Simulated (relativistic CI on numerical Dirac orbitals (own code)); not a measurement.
Calculated at this level of theory: Dirac-Coulomb-Breit CI, orbitals from a KLI potential per configuration, a model potential for QED, unscaled Slater integrals (own radial code, finite nucleus).

The strongest absorption lines from the ground level of an ion, among the configurations computed and to levels below about 2350 eV (vacuum wavelength in Å, gf): 5.2703 (0.052), 5.2745 (0.027), 5.8752 (0.12), 5.8855 (0.064), 7.8162 (0.49), 7.8596 (0.26), 142.26 (0.095), 215.49 (0.031).

Task: Which ion is it?
A. Se³¹⁺
B. Zn²⁷⁺
C. Fe²³⁺
D. Zn²⁵⁺

Result: B. Zn²⁷⁺ has 3 electrons and the ground level 2s ²S1/2; the strongest line goes to 3p ²P°3/2. The pattern of lines fixes the number of electrons, and along that sequence the line energies rise steadily with the charge (about as its square where n changes within one kind of shell, about linearly where n is kept but much faster in heavy ions where fine structure, which grows about as Z⁴, sets the gap, and irregularly where shells cross), which fixes Z. Configurations outside the model, such as inner-shell arrays, can give stronger lines. At this charge energies of transitions that change n are usually good to better than 1 %, and those within a shell (Δn = 0) to a few per cent.
